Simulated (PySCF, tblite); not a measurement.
Isomers of C2H8F2SSi2. Method: GFN2-xTB as coded in tblite; computed harmonic values from a numerical Hessian at the method's own geometry, unscaled. The method is semi-empirical: single wavenumbers can be off by several per cent or more. Modes of hydrogen on silicon and sulfur can be 10 to 20 % off. One conformer each.

Electronic energies: PBE0/pcSseg-1 single points on the GFN2-xTB geometries (PySCF, gas phase).

```tsv
SMILES	electronic energy, lowest = 0 (kJ/mol)
CC[Si@H](F)S[SiH2]F	0.0
FC(F)CS[SiH2][SiH3]	443.2
F[C@@H](C[SiH3])[Si@@H](F)S	283.2
```

Q: How do GFN2-xTB zero-point energies change the relative energies?

A: 
```tsv
SMILES	ZPE (kJ/mol)	of it from modes above 1550 cm⁻¹	electronic (kJ/mol)	with ZPE, lowest = 0 (kJ/mol)	lowest mode (cm⁻¹)	rings
CC[Si@H](F)S[SiH2]F	257.9	133.3	0.0	0.0	30	0
F[C@@H](C[SiH3])[Si@@H](F)S	238.6	122.7	283.2	263.9	32	0
FC(F)CS[SiH2][SiH3]	238.5	120.7	443.2	423.8	15	0
```

The zero-point energies span 19.4 kJ/mol, from `FC(F)CS[SiH2][SiH3]` to `CC[Si@H](F)S[SiH2]F`. The order is unchanged.

Q: And how do the electronic energies of GFN2-xTB itself compare?

A: `CC[Si@H](F)S[SiH2]F` 0.0; `F[C@@H](C[SiH3])[Si@@H](F)S` 270.2; `FC(F)CS[SiH2][SiH3]` 431.5 kJ/mol, lowest = 0. Against the energies above, taken from the same isomer `CC[Si@H](F)S[SiH2]F`, the largest difference is 13.0 kJ/mol.
